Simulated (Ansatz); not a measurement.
The cluster CdCl2, relaxed as a singlet with RKS r2SCAN-D4/def2-TZVP in Ansatz, starting from the GFN1-xTB geometry. Force threshold 0.02 eV/Å.

In the def2 sets Cd takes a core potential; there is no spin–orbit coupling. The restricted singlet is unstable towards broken spin symmetry at other levels; at r2SCAN-D4/def2-TZVP this wasn't settled. In the singlet, Cl2 and Cl3 lie 2.19 Å apart (atoms count from 1), so these atoms are partly bonded to each other. Another isomer (singlet) lies 3.05 eV lower at PBE0-D4/def2-TZVP; other spin states weren't run for this one.

Start:

```xyz
3

Cd    0.899    1.487    1.737
Cl   -0.072   -0.120   -0.141
Cl   -0.827   -1.367   -1.596
```

(1) Estimate the energy that the relaxation releases and the steps that it takes.

(2) Does the start keep its bonding and symmetry?

(3) Predict the relaxed structure.

Answers

(1) 0.06 eV, in 6 steps; 6 s on 4 threads of Arm Neoverse V2 on a shared host. No frequencies were taken in this run, so the end may be a saddle point.

(2) By distances, no bond broke or formed. The bond that changes most is Cl2–Cl3, from 2.06 to 2.19 Å (atoms count from 1). Point group C∞v at the start, C∞v at the end, both within 0.05 Å.

(3) 
```csv
atom,x (Å),y (Å),z (Å)
Cd1,0.8879,1.4684,1.7151
Cl2,-0.0440,-0.0727,-0.0848
Cl3,-0.8440,-1.3958,-1.6302
```
Bond lengths: 1 × Cd–Cl 2.55 Å; 1 × Cl–Cl 2.19 Å.
